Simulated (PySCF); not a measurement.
**WOF4: double against triple zeta**

Base calculation in PySCF with density fitting and no spin–orbit coupling, PBE0/def2-SVP (scalar-relativistic core potentials): singlet, C4v, W–F 1.853 Å (×4), W–O 1.670 Å; F–W–F 86.1° (×4), F–W–F 149.9° (×2), F–W–O 105.1° (×4); wavenumbers 105, 237 (×2), 244, 297 (×2), 338, 673, 726 (×2), 747, 1108 cm⁻¹; dipole moment 0.36 D, gap between the highest occupied and lowest empty levels 7.53 eV, polar-tensor charge of W 3.25 e, atomisation energy (no zero-point energy) 2833 kJ/mol.

What changes on going to PBE0/def2-TZVP (scalar-relativistic core potentials)?

The point group stays the same. Changes: mean bond to W -0.004 Å, smallest bond angle 0.0 degrees, highest wavenumber -4 cm⁻¹, lowest wavenumber -3 cm⁻¹, dipole moment +0.08 D, gap between the highest occupied and lowest empty levels +0.11 eV, polar-tensor charge of W +0.06 e, atomisation energy (no zero-point energy) -20 kJ/mol. The new structure has W–F 1.848 Å (×4), W–O 1.671 Å; F–W–F 86.1° (×4), F–W–F 149.8° (×2), F–W–O 105.1° (×4), with wavenumbers 102, 239 (×2), 246, 301 (×2), 337, 651, 707 (×2), 741, 1104 cm⁻¹. The larger basis shortens the bonds, as added polarisation functions usually do.

Spin–orbit coupling can matter for WOF₄ and is left out. Each species is the lowest minimum found with this bonding; other isomers or fragments can lie lower.
